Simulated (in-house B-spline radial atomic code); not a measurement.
## Rh⁹⁺: [Ne] 3s1 3p6 3d10 4s2 4p6 4d1 (with a hole in an inner shell)

Level of theory: Dirac-Hartree-Fock, average of configuration, Fermi nucleus of rms radius 4.4945 fm; calculated with a radial B-spline atomic code at the basis-set limit.

Z_r = [3n² - l(l+1)]/(2<r>); Z_e = n√(-2ε); the last column is Slater's effective charge. Values are occupation-weighted means over j. An effective charge above Z reflects the relativistic contraction of the inner shells.

| shell | electrons | ε (eV) | <r> (bohr) | Z_r | Z_e | Slater |
| --- | --- | --- | --- | --- | --- | --- |
| 1s | 2 | -23563 | 0.03262 | 45.99 | 41.62 | 44.70 |
| 2s | 2 | -3665.3 | 0.1414 | 42.44 | 32.83 | 40.85 |
| 2p | 6 | -3303.2 | 0.1235 | 40.48 | 31.16 | 40.85 |
| 3s | 1 | -844.29 | 0.387 | 34.88 | 23.63 | 34.10 |
| 3p | 6 | -713.98 | 0.384 | 32.55 | 21.73 | 34.10 |
| 3d | 10 | -520.65 | 0.3628 | 28.94 | 18.56 | 24.85 |
| 4s | 2 | -257.68 | 0.9102 | 26.37 | 17.41 | 18.10 |
| 4p | 6 | -215.57 | 0.9658 | 23.81 | 15.92 | 18.10 |
| 4d | 1 | -159.51 | 1.079 | 19.47 | 13.70 | 10.00 |

The least bound orbital is 4d5/2 at -159.2 eV, and it is also the most diffuse (<r> = 1.081 bohr). The part-filled 3s shell lies below the filled 4p shell in orbital energy.

Spin-orbit splittings of the orbital energies (j = l + 1/2 above j = l - 1/2 when positive): 2p 145.6 eV, 3p 26.48 eV, 3d 5.198 eV, 4p 5.236 eV, 4d 0.795 eV.

For the 1s electron the small component carries 2.71 % of the norm, the zero-frequency Breit interaction raises the level by 48.18 eV, self-energy by 26.75 eV, and vacuum polarisation lowers it by 3.249 eV.
